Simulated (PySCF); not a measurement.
input.py for NaI

The script input.py:

```python
from pyscf import gto, dft

mol = gto.M(
    atom='Na 0 0 0; I 0 0 2.683',
    basis='lanl2dz',
    ecp={'Na': 'lanl2dz', 'I': 'lanl2dz'},
    charge=0,
    spin=0,
    symmetry=True,
    verbose=4,
)
mf = dft.UKS(mol, xc='pbesol')
mf.kernel()
g = mf.nuc_grad_method()
g.grid_response = True
g.kernel()
mf.dip_moment()
print('orbital energies (hartree):', [e[max(0, n-3):n+3].round(4) for e, n in zip(mf.mo_energy, mol.nelec)])
```

```bash
$ OMP_NUM_THREADS=1 python input.py
```

The log (some set-up lines and the per-cycle HOMO/LUMO lines with their warnings removed):

```
PySCF version 2.14.0

[INPUT] Symbol           X                Y                Z      unit          X                Y                Z       unit  Magmom
[INPUT]  1 Na     0.000000000000   0.000000000000   0.000000000000 AA    0.000000000000   0.000000000000   0.000000000000 Bohr   0.0
[INPUT]  2 I      0.000000000000   0.000000000000   2.683000000000 AA    0.000000000000   0.000000000000   5.070135192208 Bohr   0.0

nuclear repulsion = 1.38063379666045
point group symmetry = Coov
symmetry origin: [0.         0.         4.19870571]
symmetry axis x: [1. 0. 0.]
symmetry axis y: [0. 1. 0.]
symmetry axis z: [0. 0. 1.]
num. orbitals of irrep A1 = 8
num. orbitals of irrep E1x = 4
num. orbitals of irrep E1y = 4
number of shells = 8
number of NR pGTOs = 24
number of NR cGTOs = 16
basis = lanl2dz
ecp = {'Na': 'lanl2dz', 'I': 'lanl2dz'}

******** <class 'pyscf.dft.uks_symm.SymAdaptedUKS'> ********
method = SymAdaptedUKS
initial guess = minao
damping factor = 0
level_shift factor = 0
DIIS = <class 'pyscf.scf.diis.CDIIS'>
SCF conv_tol = 1e-09
SCF max_cycles = 50
number electrons alpha = 4  beta = 4
XC functionals = pbesol

grids dens level: 3
Freeze 0 electrons in irreps []
    8 free electrons in irreps A1 E1x E1y
tot grids = 40064
init E= -8.29750246370434
cycle= 1 E= -11.2802145370384  delta_E= -2.98  |g|= 0.525  |ddm|= 2.58
cycle= 2 E= -11.4452224653817  delta_E= -0.165  |g|= 0.365  |ddm|=  1.4
cycle= 3 E= -11.6196768131934  delta_E= -0.174  |g|= 0.0358  |ddm|= 0.759
cycle= 4 E= -11.622541207022  delta_E= -0.00286  |g|= 0.00415  |ddm|= 0.119
cycle= 5 E= -11.6225657694225  delta_E= -2.46e-05  |g|= 0.000373  |ddm|= 0.0112
cycle= 6 E= -11.6225659771587  delta_E= -2.08e-07  |g|= 5.19e-05  |ddm|= 0.00109
cycle= 7 E= -11.6225659809209  delta_E= -3.76e-09  |g|= 9.95e-07  |ddm|= 0.000145
cycle= 8 E= -11.6225659809235  delta_E= -2.65e-12  |g|= 1.34e-07  |ddm|= 4.01e-06
Extra cycle  E= -11.6225659809235  delta_E= -1.42e-14  |g|= 1.46e-07  |ddm|= 5.47e-07
converged SCF energy = -11.6225659809235  <S^2> = -1.0658141e-14  2S+1 = 1

******** <class 'pyscf.grad.uks.Gradients'> for <class 'pyscf.dft.uks_symm.SymAdaptedUKS'> ********
unit = Eh/Bohr
grid_response = True
--------------- SymAdaptedUKS gradients ---------------
         x                y                z
0 Na     0.0000000000     0.0000000000     0.0150758066
1 I     0.0000000000     0.0000000000    -0.0150758066
----------------------------------------------
Dipole moment(X, Y, Z, Debye):  0.00000,  0.00000, -9.34417
orbital energies (hartree): [array([-0.2001, -0.1774, -0.1774, -0.0724, -0.0123, -0.0123]), array([-0.2001, -0.1774, -0.1774, -0.0724, -0.0123, -0.0123])]
```

In short: E(SCF) = -11.622566 Eh, 8 cycles, μz(SCF) = -9.34 D, gradient on the second atom -0.0151 Eh/bohr.

Run time: 2.5 s on 1 thread of Arm Neoverse N1 (shared host), peak memory 0.19 GiB.

The bond length is a typed value, not an optimised one. No search for the lowest solution was made.
